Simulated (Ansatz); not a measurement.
Input and output for `OC(O)I`.

```yaml
crystal:
  periodic: [false, false, false]
  atoms:
    - {symbol: O, position_ang: [-0.705632, 0.916673, 0.432261]}
    - {symbol: C, position_ang: [-0.157385, -0.284030, 0.085056]}
    - {symbol: O, position_ang: [1.209375, -0.237688, -0.100512]}
    - {symbol: I, position_ang: [-0.957455, -1.050892, -1.799449]}
    - {symbol: H, position_ang: [-0.457485, 1.571156, -0.232403]}
    - {symbol: H, position_ang: [-0.476176, -1.012781, 0.830603]}
    - {symbol: H, position_ang: [1.606057, 0.029562, 0.738742]}
basis:
  gaussian: {orbitals: def2-SVPD, fitting: {mean_field: def2-universal-jkfit}, point_charges: [{charge: 2.00, position_ang: [5.470, -0.150, 0.336]}]}
magnetization: {spin_polarized: true, initial_magnetization: 2}
hamiltonian: {xc: {name: PBE}}
```

```sh
$ ansatz run in.yaml --threads 2 --pin off --events-out ev --progress --plain --max-ram 4352MiB
```

Shortened log:

```
Functional definition: PBE
501 factors; integrals over basis functions are off by at most 2.2e-1 eV
mean field evaluation 1: about -13255.6108 eV, gradient 5.3e1 eV
mean field evaluation 2: about -13071.9433 eV, gradient 1.7e2 eV
mean field evaluation 4: about -13250.0773 eV, gradient 5.6e1 eV
mean field evaluation 8: about -13268.8856 eV, gradient 2.5e0 eV
mean field evaluation 16: about -13268.9593 eV, gradient 7.0e-3 eV
mean field -13268.95925707 eV, -487.6252586736 hartree, gradient 6.8e-6 eV, S^2 2.001456; 8 other end points of the search recorded, 0 dependent functions left out
reference -13268.95931655 eV, -487.6252608597 hartree; 26, 24 occupied and 99, 101 virtual orbitals, 501 factors
Total energy: -13268.95931655 eV, -487.6252608597 hartree
```

It took 4.3 s on 2 threads of an INTEL XEON PLATINUM 8581C on a shared host, with 0.25 GiB of host memory at the peak.
